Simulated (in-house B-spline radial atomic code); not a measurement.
Values are calculated unless marked as measured or tabulated.
## Correlation energy from the adiabatic connection: ω²r²/2 − Z/r, ω = 0.831, Z = -1

Two electrons in a singlet, external potential ω²r²/2 − Z/r, ω = 0.831, Z = -1 (atomic units). Full CI in B-splines (partial waves to l = 8, correlation up to 0.6 % small) with the density held fixed gives W(λ) = <V_ee>_λ − U, and E_c is the integral of W(λ) − W(0) from 0 to 1.

| λ | W(λ) − W(0) (hartree) |
| --- | --- |
| 0 | 0.00000 |
| 0.02 | -0.00225 |
| 0.05 | -0.00554 |
| 0.12 | -0.01292 |
| 0.25 | -0.02550 |
| 0.4 | -0.03840 |
| 0.6 | -0.05331 |
| 0.8 | -0.06603 |
| 1 | -0.07697 |

(1) Integrate the table by the trapezoid rule.

(2) Now use only three numbers: W(0) = -0.57241, the initial slope W'(0) = -0.1133 (extrapolated from the first points) and the strong-coupling limit of the point-charge-plus-continuum model, W∞ = -0.7687. What do second-order theory and the interpolation W(λ) = W∞ + (W(0) − W∞)/√(1 + 2χλ) of Seidl, Perdew and Levy give?

Results:

(1) The strips give -0.00002, -0.00012, -0.00065, -0.00250, -0.00479, -0.00917, -0.01193, -0.01430, which sum to -0.04348 hartree. The direct value, W(1) − W(0) + T_c with T_c = 0.03335, is -0.04362; the curve is convex, so chords lie above it and the trapezoids fall short in size by 0.31 %.

(2) Second order keeps the slope alone: E_c = W'(0)/2 = -0.05665, +30 % in size against -0.04362. Matching the slope fixes χ = W'(0)/(W∞ − W(0)) = -0.1133/(-0.19629) = 0.57721. Integrating, with s = √(1 + 2χ) = 1.467792, E_c = −(W(0) − W∞)(s − 1)/(s + 1) = −0.19629 × 0.467792/2.467792 = -0.03721 hartree, -14.7 % in size against the full result. At λ = 1 the formula gives W − W(0) = -0.06256 against -0.07697. Part of the miss can come from the model's W∞.
